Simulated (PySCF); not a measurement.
Calculation: ωB97X-D3(BJ)/def2-TZVP // PBE0-D3(BJ)/def2-TZVP in PySCF 2.14.0. All species are isolated molecules in the gas phase. One relaxed conformer stands for a flexible species; it need not be the lowest. 

Reference species (SMILES): `S[SiH]1C=CC=C1` (H–S–Si–C torsion 54°) (neutral, multiplicity 1).

```json
{
 "HOMO": "-9.18 eV",
 "HOMO–LUMO gap": "9.45 eV"
}
```

Changed species: `SC1=C[SiH2]C=C1` (H–S–C–C torsion 180°).

Problem. Predict the effect on the HOMO and HOMO–LUMO gap.

Solution. the HOMO goes up by 0.49 eV, to -8.69 eV; the HOMO–LUMO gap drops by 0.30 eV, to 9.15 eV.
